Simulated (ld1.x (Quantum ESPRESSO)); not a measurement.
**Configuration tests for antimony (ultrasoft)**

```json
{
  "Element": "Sb (Z = 51)",
  "Generator": "ld1.x (Quantum ESPRESSO) 7.5",
  "Type": "ultrasoft",
  "Functional": "LDA (PZ)",
  "Relativity": "fully relativistic",
  "Frozen core": "[Kr] 4d10",
  "Valence charge": "5",
  "Reference configuration": "5s2 5p2 (charge +1)",
  "Partial waves": "5s (bound): rcut 1.45, rcutus 1.85 bohr; 5s channel at 0.35 Ry: rcut 1.45, rcutus 1.85 bohr; 5p (bound): rcut 1.65, rcutus 2.00 bohr; 5p channel at -0.25 Ry: rcut 1.65, rcutus 2.00 bohr; 5d channel at 0.45 Ry: rcut 1.50, rcutus 2.00 bohr; 5d channel at 2.1 Ry: rcut 1.50, rcutus 2.00 bohr",
  "Local potential": "all-electron potential smoothed inside 1.40 bohr (lloc = -1)",
  "Core correction": "none",
  "Augmentation charge": "built from norm-conserving waves at rcut, not smoothed further"
}
```

Open shells are filled in proportion to 2j + 1 (rel_dist='average').

Energies are relative to the spin-unpolarised reference configuration 5s2 5p2; without spin polarisation the order of configurations can differ from experiment.

```json
{"valence configuration": "5s2 5p3", "charge": "0", "ΔE all-electron (eV)": "-8.538", "error AE − PS (meV)": "+4.1"}
{"valence configuration": "5s2 5p1", "charge": "+2", "ΔE all-electron (eV)": "16.275", "error AE − PS (meV)": "+12"}
{"valence configuration": "5s2 5p0", "charge": "+3", "ΔE all-electron (eV)": "41.087", "error AE − PS (meV)": "+81"}
{"valence configuration": "5s2 5p3.3", "charge": "-0.3", "ΔE all-electron (eV)": "-9.750", "error AE − PS (meV)": "+5.8"}
{"valence configuration": "5s1 5p4", "charge": "0", "ΔE all-electron (eV)": "-0.357", "error AE − PS (meV)": "+20"}
{"valence configuration": "5s1 5p0", "charge": "+4", "ΔE all-electron (eV)": "85.900", "error AE − PS (meV)": "+399"}
{"valence configuration": "5s0 5p5", "charge": "0", "ΔE all-electron (eV)": "8.050", "error AE − PS (meV)": "+72"}
```

Note: ghost states, extra bound levels that the all-electron valence spectrum of the same l lacks: s at -89.8 eV, p3/2 at -19.0 eV, d3/2 at -4.5 eV. A true bound ghost makes a file unfit for plane-wave use.
